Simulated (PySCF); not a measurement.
**PySCF run on RbGe**

The script input.py:

```python
from pyscf import gto, dft

mol = gto.M(
    atom='Rb 0 0 0; Ge 0 0 3.22',
    basis='jorge-dzp',
    charge=0,
    spin=3,
    verbose=4,
)
mf = dft.UKS(mol, xc='wb97')
mf.kernel()
mf.analyze()
print('orbital energies (hartree):', [e[max(0, n-3):n+3].round(4) for e, n in zip(mf.mo_energy, mol.nelec)])
```

```bash
$ OMP_NUM_THREADS=1 python input.py
```

Output (some set-up lines and the per-cycle HOMO/LUMO lines with their warnings removed):

```
PySCF version 2.14.0

[INPUT] verbose = 4
[INPUT] num. atoms = 2
[INPUT] num. electrons = 69
[INPUT] charge = 0
[INPUT] spin (= nelec alpha-beta = 2S) = 3
[INPUT] symmetry False subgroup None
[INPUT] Mole.unit = angstrom
[INPUT] Symbol           X                Y                Z      unit          X                Y                Z       unit  Magmom
[INPUT]  1 Rb     0.000000000000   0.000000000000   0.000000000000 AA    0.000000000000   0.000000000000   0.000000000000 Bohr   0.0
[INPUT]  2 Ge     0.000000000000   0.000000000000   3.220000000000 AA    0.000000000000   0.000000000000   6.084918121099 Bohr   0.0

nuclear repulsion = 194.579446499776
number of shells = 33
number of NR pGTOs = 177
number of NR cGTOs = 79
basis = jorge-dzp
ecp = {}

******** <class 'pyscf.dft.uks.UKS'> ********
method = UKS
initial guess = minao
damping factor = 0
level_shift factor = 0
DIIS = <class 'pyscf.scf.diis.CDIIS'>
diis_start_cycle = 1
diis_space = 8
diis_damp = 0
SCF conv_tol = 1e-09
SCF conv_tol_grad = None
SCF max_cycles = 50
direct_scf = True
direct_scf_tol = 1e-13
number electrons alpha = 36  beta = 33
XC library pyscf.dft.libxc version 7.0.0
    S. Lehtola, C. Steigemann, M. J.T. Oliveira, and M. A.L. Marques.,  SoftwareX 7, 1–5 (2018)
XC functionals = wb97
    J.-D. Chai and M. Head-Gordon.,  J. Chem. Phys. 128, 084106 (2008)
radial grids:
    Treutler-Ahlrichs [JCP 102, 346 (1995); DOI:10.1063/1.469408] (M4) radial grids

becke partition: Becke, JCP 88, 2547 (1988); DOI:10.1063/1.454033
pruning grids: <function nwchem_prune>
grids dens level: 3
symmetrized grids: False
atomic radii adjust function: <function treutler_atomic_radii_adjust>
small_rho_cutoff = 0
Set gradient conv threshold to 3.16228e-05
tot grids = 42552
init E= -5009.39618991714

cycle= 1 E= -5016.98484141206  delta_E= -7.59  |g|= 1.58  |ddm|= 1.58
cycle= 2 E= -5017.0077865552  delta_E= -0.0229  |g|= 0.446  |ddm|= 0.339
cycle= 3 E= -5017.01902563174  delta_E= -0.0112  |g|= 0.242  |ddm|= 0.262
cycle= 4 E= -5017.02532974832  delta_E= -0.0063  |g|= 0.013  |ddm|= 0.0908
cycle= 5 E= -5017.02571202842  delta_E= -0.000382  |g|= 0.00552  |ddm|= 0.0522
cycle= 6 E= -5017.02598107124  delta_E= -0.000269  |g|= 0.00186  |ddm|= 0.0704
cycle= 7 E= -5017.02601464408  delta_E= -3.36e-05  |g|= 0.000609  |ddm|= 0.0281
cycle= 8 E= -5017.02601721822  delta_E= -2.57e-06  |g|= 0.000173  |ddm|= 0.00852
cycle= 9 E= -5017.02601732184  delta_E= -1.04e-07  |g|= 3.84e-05  |ddm|= 0.00142
cycle= 10 E= -5017.02601732538  delta_E= -3.55e-09  |g|= 7.69e-06  |ddm|= 0.000207
cycle= 11 E= -5017.02601732566  delta_E= -2.76e-10  |g|= 2.88e-06  |ddm|= 7.09e-05
Extra cycle  E= -5017.02601732567  delta_E= -1.73e-11  |g|= 1.78e-06  |ddm|= 1.4e-05
converged SCF energy = -5017.02601732567  <S^2> = 3.7506246  2S+1 = 4.0003123
**** SCF Summaries ****
Total Energy =                       -5017.026017325673820
Nuclear Repulsion Energy =             194.579446499776395
One-electron Energy =                -7365.990377362571962
Two-electron Energy =                 2154.384913537121520
Two-electron Coulomb Energy =         2333.487334875101624
DFT Exchange-Correlation Energy =     -179.102421337980275
**** MO energy ****
                             alpha | beta                alpha | beta
[25 lines left out]
MO #26  energy= -1.16170776709592  | -1.15732935716865  occ= 1 | 1
MO #27  energy= -1.16170776709551  | -1.15732935716748  occ= 1 | 1
MO #28  energy= -1.15993319788361  | -1.15539114457033  occ= 1 | 1
MO #29  energy= -1.15991156995566  | -1.15536980682728  occ= 1 | 1
MO #30  energy= -0.793690371088706 | -0.792919830225122 occ= 1 | 1
MO #31  energy= -0.793681995571849 | -0.792919830223773 occ= 1 | 1
MO #32  energy= -0.793681995570646 | -0.7911378663115   occ= 1 | 1
MO #33  energy= -0.516474941175387 | -0.414961680345015 occ= 1 | 1
MO #34  energy= -0.198685512600015 | 0.0208606746271816 occ= 1 | 0
MO #35  energy= -0.190802846191658 | 0.0462425904749053 occ= 1 | 0
MO #36  energy= -0.190802846191566 | 0.0462425904752393 occ= 1 | 0
MO #37  energy= -0.0142778564645896 | 0.0495924363836968 occ= 0 | 0
MO #38  energy= 0.0188734084645974 | 0.0665531865195572 occ= 0 | 0
MO #39  energy= 0.018873408464799  | 0.0665531865200893 occ= 0 | 0
[40 lines left out]

To work with the spin densities directly, `use mulliken_meta_spin()` only printing them here.

 ** Mulliken spin pop alpha/beta on meta-lowdin orthogonal AOs **
 ** Mulliken Spin Density (per AO)  **
 ** Mulliken Spin Density (per atom)  **
spin density of  0 Rb =      0.16626
spin density of  1 Ge =      2.83374
 ** Mulliken pop alpha/beta on meta-lowdin orthogonal AOs **
 ** Mulliken pop       alpha | beta **
pop of  0 Rb 1s        0.99906 | 0.99906
pop of  0 Rb 2s        0.99891 | 0.99891
pop of  0 Rb 3s        0.99824 | 0.99823
pop of  0 Rb 4s        0.99952 | 0.99931
pop of  0 Rb 5s        0.14763 | 0.04174
pop of  0 Rb 6s        0.00372 | 0.00062
pop of  0 Rb 7s        0.00325 | 0.00037
pop of  0 Rb 8s        0.00371 | 0.00322
pop of  0 Rb 2px       0.99990 | 0.99990
pop of  0 Rb 2py       0.99990 | 0.99990
pop of  0 Rb 2pz       0.99990 | 0.99990
pop of  0 Rb 3px       0.99998 | 0.99998
[67 lines left out]
In total            36.00000 | 33.00000
 ** Mulliken atomic charges   ( Nelec_alpha | Nelec_beta ) **
charge of  0Rb =      0.74700  (    18.20963     18.04337 )
charge of  1Ge =     -0.74700  (    17.79037     14.95663 )
Dipole moment(X, Y, Z, Debye):  0.00000, -0.00000, -11.51561
orbital energies (hartree): [array([-0.1987, -0.1908, -0.1908, -0.0143,  0.0189,  0.0189]), array([-0.7929, -0.7911, -0.415 ,  0.0209,  0.0462,  0.0462])]
```

In short: E(SCF) = -5017.026017 Eh, 11 cycles, ⟨S²⟩ = 3.751, μz(SCF) = -11.52 D.

Hardware: Intel Xeon 6975P-C, 1 thread, shared host. Wall time 8 s.

No relativity is included for the heavy element. The bond length is a typed value, not an optimised one. No search for the lowest solution was made.
